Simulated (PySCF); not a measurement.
## Working out the ionisation energy of Tc

Tc [Kr] 4d5 5s2 (6S) → Tc⁺ [Kr] 4d5 5s1 (7S). All numbers are calculated (PySCF 2.14, the spin-free X2C one-electron Hamiltonian (Gaussian nucleus), in aug-cc-pVTZ-DK). Frozen: [Kr]. Energies in hartree (1 hartree = 27.21139 eV):

| part | Tc (lower) | Tc⁺ (upper) |
| --- | --- | --- |
| UHF | -4282.926758 | -4282.723134 |
| CCSD correlation | -0.135489 | -0.087220 |
| (T) | -0.005908 | -0.001727 |

Question: What does Hartree-Fock give?

Answer: (-4282.723134) − (-4282.926758) = 0.203624 hartree = 5.541 eV.

Question: What do CCSD and CCSD(T) give?

Answer: The CCSD correlation energies differ by 0.048269 hartree = 1.313 eV and the triples by 0.004181 hartree = 0.114 eV, so CCSD gives 6.854 eV and CCSD(T) 6.968 eV.

Measured between the centres of the two terms (NIST): 7.119 eV, so CCSD(T) (valence) is off by -0.151 eV.

What remains against the reference includes basis incompleteness, the frozen core and higher excitations.
